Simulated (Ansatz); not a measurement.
Molecule: sum formula CuOH (charge 0, singlet). 
Structure (B3LYP-D3(BJ)/def2-TZVP (Ansatz, a quantum-chemistry and plane-wave program) minimum search):
```xyz
3

Cu    -0.3260    -0.1440    -0.2477
O      1.0565     0.3583     0.7818
H      1.0023     1.3102     0.9302
```
Charge 0, spin multiplicity 1.

Property: atomisation energy (electronic, to ground-state atoms), in kcal/mol. Correlated levels leave the core frozen unless marked. UHF or UKS for open shells. No spin-orbit coupling. Frozen are the shells of the preceding noble gas and the d and f shells that filled before the atom's block. No relativistic terms. The coupled-cluster limit lacks core correlation, which all-electron functionals hold. CBS(X,Y): correlation extrapolated as X^-3; Hartree-Fock from the larger set.

```
level           program  atomisation energy (kcal/mol)
--------------  -------  -----------------------------
HF/def2-TZVPPD   Ansatz                           96.5
```

Problem. Estimate the value at CCSD(T)/CBS(def2-TZVPPD,def2-QZVPPD) as computed with Ansatz.

Solution. 180.4 kcal/mol
